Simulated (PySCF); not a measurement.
C5H7F (SMILES C=C(F)/C=C/C), singlet, geometry from GFN2-xTB; DF-PBE/pcseg-1 (PySCF).

PySCF was given this input:
```python
from pyscf import gto, scf, dft

mol = gto.Mole()
mol.atom = '''
    C     2.19844269    0.77812353   -0.34157259
    C     1.10995046    0.04986929   -0.11943600
    F     1.25295241   -1.28567759    0.07261007
    C    -0.25338713    0.53103435   -0.05657810
    C    -1.30981931   -0.24823116    0.17021634
    C    -2.71357416    0.23589058    0.23668561
    H     2.12784429    1.83724726   -0.49817901
    H     3.17391282    0.32816374   -0.37021131
    H    -0.36802009    1.59465662   -0.20944736
    H    -1.16791497   -1.31052632    0.32013532
    H    -3.14455535   -0.00069413    1.20947222
    H    -2.76912777    1.30976085    0.07628536
    H    -3.31838591   -0.26762920   -0.51743738
'''
mol.basis = 'pcseg-1'
mol.verbose = 4
mol.max_memory = 1800
mol.build()

mf = dft.RKS(mol)
mf.xc = 'pbe'
mf = mf.density_fit(auxbasis='def2-universal-jkfit')
mf.kernel()
```

Output, abridged:

```
PySCF version 2.14.0

[INPUT] verbose = 4
[INPUT] num. atoms = 13
[INPUT] num. electrons = 46
[INPUT] charge = 0
[INPUT] spin (= nelec alpha-beta = 2S) = 0
[INPUT] symmetry False subgroup None
[INPUT] Mole.unit = angstrom
[INPUT] Symbol           X                Y                Z      unit          X                Y                Z       unit  Magmom
[INPUT]  1 C      2.198442690000   0.778123530000  -0.341572590000 AA    4.154454584652   1.470440362780  -0.645478646758 Bohr   0.0
[INPUT]  2 C      1.109950460000   0.049869290000  -0.119436000000 AA    2.097502381235   0.094239300127  -0.225701329414 Bohr   0.0
[INPUT]  3 F      1.252952410000  -1.285677590000   0.072610070000 AA    2.367736902014  -2.429578529591   0.137213146185 Bohr   0.0
[INPUT]  4 C     -0.253387130000   0.531034350000  -0.056578100000 AA   -0.478832279190   1.003509484236  -0.106917113648 Bohr   0.0
[INPUT]  5 C     -1.309819310000  -0.248231160000   0.170216340000 AA   -2.475199768567  -0.469088907983   0.321662264526 Bohr   0.0
[INPUT]  6 C     -2.713574160000   0.235890580000   0.236685610000 AA   -5.127911981097   0.445768591565   0.447270980526 Bohr   0.0
[INPUT]  7 H      2.127844290000   1.837247260000  -0.498179010000 AA    4.021042943820   3.471894144508  -0.941421889907 Bohr   0.0
[INPUT]  8 H      3.173912820000   0.328163740000  -0.370211310000 AA    5.997825973046   0.620139592613  -0.699597984116 Bohr   0.0
[INPUT]  9 H     -0.368020090000   1.594656620000  -0.209447360000 AA   -0.695457178438   3.013464274525  -0.395798147913 Bohr   0.0
[INPUT] 10 H     -1.167914970000  -1.310526320000   0.320135320000 AA   -2.207039430080  -2.476535823834   0.604968077600 Bohr   0.0
[INPUT] 11 H     -3.144555350000  -0.000694130000   1.209472220000 AA   -5.942348395036  -0.001311715595   2.285571251070 Bohr   0.0
[INPUT] 12 H     -2.769127770000   1.309760850000   0.076285360000 AA   -5.232893089228   2.475089295178   0.144158437714 Bohr   0.0
[INPUT] 13 H     -3.318385910000  -0.267629200000  -0.517437380000 AA   -6.270840545516  -0.505745890936  -0.977814934812 Bohr   0.0

nuclear repulsion = 217.696033976311
number of shells = 32
number of NR pGTOs = 199
number of NR cGTOs = 119
basis = pcseg-1
ecp = {}

******** <class 'pyscf.df.df_jk.DFRKS'> ********
method = DFRKS
initial guess = minao
damping factor = 0
level_shift factor = 0
DIIS = <class 'pyscf.scf.diis.CDIIS'>
diis_start_cycle = 1
diis_space = 8
diis_damp = 0
SCF conv_tol = 1e-09
SCF conv_tol_grad = None
SCF max_cycles = 50
direct_scf = False
XC library pyscf.dft.libxc version 7.1.2
    S. Lehtola, C. Steigemann, M. J. T. Oliveira, and M. A. L. Marques,  SoftwareX 7, 1–5 (2018)
XC functionals = pbe
    J. P. Perdew, K. Burke, and M. Ernzerhof,  Phys. Rev. Lett. 77, 3865 (1996)
    J. P. Perdew, K. Burke, and M. Ernzerhof,  Phys. Rev. Lett. 78, 1396 (1997)
    J. P. Perdew, K. Burke, and M. Ernzerhof,  Phys. Rev. Lett. 77, 3865 (1996)
    J. P. Perdew, K. Burke, and M. Ernzerhof,  Phys. Rev. Lett. 78, 1396 (1997)
radial grids:
    Treutler-Ahlrichs [JCP 102, 346 (1995); DOI:10.1063/1.469408] (M4) radial grids

becke partition: Becke, JCP 88, 2547 (1988); DOI:10.1063/1.454033
pruning grids: <function nwchem_prune>
grids dens level: 3
symmetrized grids: False
atomic radii adjust function: <function treutler_atomic_radii_adjust>
small_rho_cutoff = 0
Set gradient conv threshold to 3.16228e-05
Initial guess from minao.
tot grids = 153512
init E= -294.615460696063
  HOMO = -0.278683536641663  LUMO = -0.125009500513153  gap/eV = 4.18168
cycle= 1 E= -294.055580283527  delta_E= 0.56  |g|= 0.565  |ddm|= 3.67
  HOMO = -0.149377321393521  LUMO = -0.00909814440765588  gap/eV = 3.81719
cycle= 2 E= -293.957110198767  delta_E= 0.0985  |g|= 0.86  |ddm|= 1.32
  HOMO = -0.199815759096349  LUMO = -0.0520497329227863  gap/eV = 4.02092
cycle= 3 E= -294.12485455459  delta_E= -0.168  |g|= 0.181  |ddm|= 0.837
  HOMO = -0.208322698432819  LUMO = -0.0637165312917056  gap/eV = 3.93493
cycle= 4 E= -294.133749085376  delta_E= -0.00889  |g|= 0.0508  |ddm|= 0.239
  HOMO = -0.209501277266618  LUMO = -0.0635096604932293  gap/eV = 3.97263
cycle= 5 E= -294.134231839251  delta_E= -0.000483  |g|= 0.0295  |ddm|= 0.0755
  HOMO = -0.208072716648813  LUMO = -0.0625519161762176  gap/eV = 3.95982
cycle= 6 E= -294.134442358999  delta_E= -0.000211  |g|= 0.00766  |ddm|= 0.0359
  HOMO = -0.207938847348431  LUMO = -0.0623944260149139  gap/eV = 3.96047
cycle= 7 E= -294.134456204059  delta_E= -1.38e-05  |g|= 0.0032  |ddm|= 0.01
  HOMO = -0.208068745751838  LUMO = -0.0625501627209917  gap/eV = 3.95976
cycle= 8 E= -294.134458656052  delta_E= -2.45e-06  |g|= 0.000756  |ddm|= 0.00335
  HOMO = -0.208085302690332  LUMO = -0.0625532594421259  gap/eV = 3.96013
cycle= 9 E= -294.134458776459  delta_E= -1.2e-07  |g|= 0.000155  |ddm|= 0.00106
  HOMO = -0.208080131141194  LUMO = -0.062552352791895  gap/eV = 3.96001
cycle= 10 E= -294.134458782751  delta_E= -6.29e-09  |g|= 3.69e-05  |ddm|= 0.000239
  HOMO = -0.208080951636019  LUMO = -0.0625521160645168  gap/eV = 3.96004
cycle= 11 E= -294.134458783101  delta_E= -3.5e-10  |g|= 1.55e-05  |ddm|= 5.45e-05
  HOMO = -0.208081062846625  LUMO = -0.0625525928645176  gap/eV = 3.96003
Extra cycle  E= -294.134458783018  delta_E= 8.3e-11  |g|= 2.45e-05  |ddm|= 3.89e-05
converged SCF energy = -294.134458783018
```
